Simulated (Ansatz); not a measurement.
Ligands exchanged one at a time, Al Br-H. Isolated molecules, 0 K electronic values unless said otherwise. Strings in code marks are SMILES.

Quantity: vertical ionisation energy (energy after one electron is removed minus that of the parent at the parent's geometry), in eV.

A: `[Br][AlH][Br]`
B: `[AlH3]`
C: `[AlH2][Br]`

### Question
Rank these by vertical ionisation energy (energy after one electron is removed minus that of the parent at the parent's geometry) (lowest first), as frozen-core MP2/cc-pVTZ // B3LYP-D3(BJ)/def2-TZVP (Ansatz, a quantum-chemistry and plane-wave program) gives it.

### Answer
C (11.00 eV), A (11.26 eV), B (11.45 eV)
